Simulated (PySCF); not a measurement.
## From computed data to an observable: entropy of an ideal gas

Mo(NH)(S)(Cl)(NH2) (ClH3MoN2S), SMILES [S]=[Mo](=[NH])([Cl])[NH2], multiplicity 1.

Geometry: B3LYP-D3(BJ)/def2-SVP. The multiplicity is an assumed one; no other spin state was optimised. The structure was generated by enumeration; whether it is a known compound was not checked. The def2 effective core potentials stand for the cores of Mo; spin–orbit coupling is left out. Other conformers were not sampled.

PySCF with B3LYP-D3(BJ)/def2-SVP gives the harmonic wavenumbers 141, 161, 191, 221, 255, 390, 407, 498, 540, 569, 605, 678, 741, 1003, 1500, 3533, 3564, 3639 cm⁻¹ and the rotational temperatures 0.1175, 0.0810, 0.0669 K. The molar mass is 194.50 g/mol, the symmetry number 1, the spin multiplicity 1.

Task: Work out the entropy at 298.15 K and 1 atm in the rigid-rotor, harmonic-oscillator model.

Result: 
Translation (Sackur–Tetrode at 1 atm): S = R[1.5 ln M + 2.5 ln T − 1.16487] = 174.5 J/(mol K).
Rotation: q = (√π/σ) T^1.5/√(θA θB θC) = 362000, S = R[ln q + 3/2] = 118.9 J/(mol K).
Vibration: with u = 1.4388 ν/T, each mode gives R[u/(e^u − 1) − ln(1 − e^−u)]:
| ν (cm⁻¹) | modes | u | S (J/(mol K)) |
|---|---|---|---|
| 141 | 1 | 0.68 | 11.67 |
| 161 | 1 | 0.78 | 10.62 |
| 191 | 1 | 0.92 | 9.28 |
| 221 | 1 | 1.07 | 8.16 |
| 255 | 1 | 1.23 | 7.10 |
| 390 | 1 | 1.88 | 4.18 |
| 407 | 1 | 1.96 | 3.92 |
| 498 | 1 | 2.40 | 2.77 |
| 540 | 1 | 2.61 | 2.37 |
| 569 | 1 | 2.75 | 2.12 |
| 605 | 1 | 2.92 | 1.85 |
| 678 | 1 | 3.27 | 1.39 |
| 741 | 1 | 3.58 | 1.09 |
| 1003 | 1 | 4.84 | 0.39 |
| 1500 | 1 | 7.24 | 0.05 |
The stiffer modes add less than 0.005 each. Sum 67.0 J/(mol K).
Spin: R ln 1 = 0.0 J/(mol K).
Total 360.3 J/(mol K); the program's own thermochemistry gives 360.3. Translation makes up 48 % and vibration 19 %. Anharmonicity, hindered rotation and orbital degeneracy are left out.
